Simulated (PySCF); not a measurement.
# Electron correlation in Ne (neon, neutral)

[Ne], closed-shell 1S. Computed with PySCF 2.14 in 6-31G* (3s2p1d, 14 functions), with the non-relativistic Hamiltonian (point nucleus). Frozen: 1s2; 8 electrons correlated.

MP2 pair energies summed by pair of shells (mhartree):

```
 pair   energy  share (%)
2p-2p  -112.56       74.9
2s-2p   -32.87       21.9
2s-2s    -4.83        3.2
```

Total MP2 correlation energy: -150.26 mhartree.

Same-spin part -41.95 and opposite-spin part -108.31 mhartree; SCS-MP2 scales them by 1/3 and 6/5 to -143.96 mhartree.

```
  level  correlation energy (mhartree)
   CCSD                        -152.23
    (T)                          -1.82
CCSD(T)                        -154.05
```

Diagnostics: T1 = 0.0050, D1 = 0.0081, largest double amplitude 0.042.

Cost of the coupled-cluster step: 0.06 s of wall time on 1 thread of Neoverse-N1 (shared host), for 8 correlated electrons.
